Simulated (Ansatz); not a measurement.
Consider the redistribution: `[OH][Ga]([Cl])[O][SiH3]` + `[NH2][Y]([F])[Cl]` → `[NH2][Ga]([Cl])[O][SiH3]` + `[OH][Y]([F])[Cl]`.

Gas-phase electronic energies from Ansatz, PBE0-D4/def2-TZVP geometries. CBS: MP2 limit from def2 TZ/QZ plus the TZ coupled-cluster correction, frozen cores. DFT in def2-TZVPP. B3LYP here is the variant with VWN-RPA as its local correlation; programs differ in this. def2 core potentials past Kr. For Ga, Y outer-core shells are correlated without core-valence functions, which leaves a few kJ/mol of doubt a bond. Scalar relativity is left out up to krypton. Each species was taken in one conformer, which may not be the lowest.

`[OH][Ga]([Cl])[O][SiH3]`:

Z-matrix (Å, degrees):
```
Si
O 1 1.640
H 1 1.488 2 110.9
H 1 1.484 2 107.9 3 119.7
H 1 1.488 2 110.8 3 -120.7
Ga 2 1.765 1 137.4 3 56.8
Cl 6 2.114 2 120.5 1 -0.4
O 6 1.764 2 119.6 1 179.6
H 8 0.961 6 112.5 2 -0.0
```

`[NH2][Y]([F])[Cl]`:

Cartesian coordinates in Å:
```
N 0.140 0.137 1.184
Y -0.066 -0.209 -0.894
F 0.488 -2.017 -1.521
Cl -0.956 1.610 -2.329
H -0.091 0.992 1.678
H 0.485 -0.513 1.881
```

`[NH2][Ga]([Cl])[O][SiH3]`:

```xyz
10

N     0.762    2.083   -1.370
Ga    0.640    0.850   -0.075
Cl    1.940    0.868    1.613
O    -0.532   -0.465   -0.211
Si   -0.945   -1.790    0.655
H     0.071    2.160   -2.096
H     1.318    2.914   -1.266
H    -2.057   -2.474   -0.054
H     0.202   -2.730    0.780
H    -1.399   -1.417    2.023
```

`[OH][Y]([F])[Cl]`:

Cartesian coordinates in Å:
```
O -0.255 -1.372 -0.404
Y 0.170 0.482 0.197
F 1.776 0.744 1.346
Cl -1.246 2.410 -0.457
H -0.445 -2.263 -0.683
```

```
   level  ΔE (kJ/mol)
B3LYP-D4        -63.1
 ωB97M-V        -64.5
```

Task: What does CCSD(T)/CBS give? (Estimate.)

Result: Computed: -67.1 kJ/mol. The listed levels differ from it by 4.0, 2.6 kJ/mol.

Largest T1 diagnostic among the species: 0.013.

From PBE to PBE0 (25 % exact exchange), in def2-TZVPP and without D4, ΔE moves by −4.1 kJ/mol.

CCSD(T)/CBS has its own doubt, a few kJ/mol and more with outer-core shells, so smaller differences from it don't rank the levels.
